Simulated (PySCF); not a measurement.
Compound: chlorogermylene, ClGeH (singlet state).
Z-matrix (Å and degrees, PBE0-D3(BJ)/def2-SVP geometry), rows numbered from 1:
```
Cl
Ge  1  2.1929
H   2  1.6037  1   94.28
```

Linear response at PBE0/def2-SVPD (PySCF, frozen core in the response, non-relativistic). Geometry: PBE0-D3(BJ)/def2-SVP; no solvent, vibrations or thermal averaging. The PBE0/def2-SVPD calculation is non-relativistic and has no spin–orbit coupling, an omission that weighs most on germanium.

Static isotropic polarisability: 48.59 au (7.20 Å³), principal values 38.0, 46.7, 61.1 au.

**Question.** What is the polarisability at 1064 nm and at the sodium D line?

**Answer.** 49.50 au at 1064 nm (+1.9 %), 52.39 au at 589.3 nm (+7.8 %). The rise at 589.3 nm is 4.19 times that at 1064 nm; a pure ω² law gives 3.26. The lowest singlet lies at 455 nm, shorter than both wavelengths.

**Question.** What is the isotropic C6 coefficient between two such molecules, C6 = (3/π)∫α(iω)² dω?

**Answer.** 712.5 au (Eh·bohr⁶) by a ten-point quadrature over imaginary frequencies, which is 426 eV·Å⁶ or 41.1 J·nm⁶/mol.

**Question.** Which effective excitation energy ω̄ makes London's formula C6 = (3/4)α²ω̄ exact here?

**Answer.** ω̄ = 4·C6/(3α²) = 0.402 Eh = 10.9 eV. A one-pole form α(ω) = α/(1 − ω²/ω̄²) fitted to the 1064 nm value gives 8.6 eV. London's choice of the ionisation energy (9.56 eV, ΔSCF at the same level) gives C6 = 622 au, 13 % too low.

**Question.** How many electrons N does the Slater–Kirkwood formula C6 = (3/4)·√N·α^(3/2) need to give this C6?

**Answer.** N = (4·C6/3)²/α³ = 7.9; the species has 50 electrons in all.

**Question.** What three-body coefficient follows from the one-pole estimate C9 = (3/4)·α·C6?

**Answer.** 26000 au. This is an estimate from the two numbers above, not a computed integral.

**Question.** What n − 1 at the D line would an ideal gas of it have at 273.15 K and 1 atm (2.6868 × 10¹⁹ cm⁻³), by n − 1 = 2π·N·α′?

**Answer.** 13.11 × 10⁻⁴, a formal value whether or not that pressure can be reached.

**Question.** What does −C6/R⁶ come to at R = 10 Å between centres?

**Answer.** -41 J/mol. This is the leading, orientation-averaged term; C8 and higher terms are left out.

The run took 4.0 s of wall time on an AMD EPYC with one thread (shared host), and the process peaked at 0.33 GiB of memory. This is the whole response run at PBE0/def2-SVPD, SCF included.
